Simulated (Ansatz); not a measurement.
Reaction (formal exchange of groups at the Sn–Si bond): `S=C[SiH2][SnH3]` + `C=CCBr` → `C=C[CH2][SnH3]` + `S=C[SiH2]Br`

Computed with Ansatz on PBE0-D4/def2-TZVP structures; ΔE is electronic, products minus reactants. CBS: MP2 limit from def2 TZ/QZ plus the TZ coupled-cluster correction, frozen cores. DFT in def2-TZVPP. def2 core potentials past Kr. For Br, Sn outer-core shells are correlated without core-valence functions, which leaves a few kJ/mol of doubt a bond. Scalar relativity is left out up to krypton. Each species was taken in one conformer, which may not be the lowest.

CCSD(T)/CBS gives -101.6 kJ/mol.

(1) Another level gave -84.2 kJ/mol. Which?
A. r2SCAN-D4/def2-TZVPP
B. PBE-D4/def2-TZVPP
C. MP2/def2-TZVPP
D. ωB97M-V/def2-TZVPP

Largest T1 diagnostic among the species: 0.015.

## Answers

(1) B. PBE-D4 -84.2, r2SCAN-D4 -94.6, ωB97M-V -101.0, MP2/def2-TZVPP -107.1 kJ/mol.

From PBE to PBE0 (25 % exact exchange), in def2-TZVPP and without D4, ΔE moves by −6.7 kJ/mol.
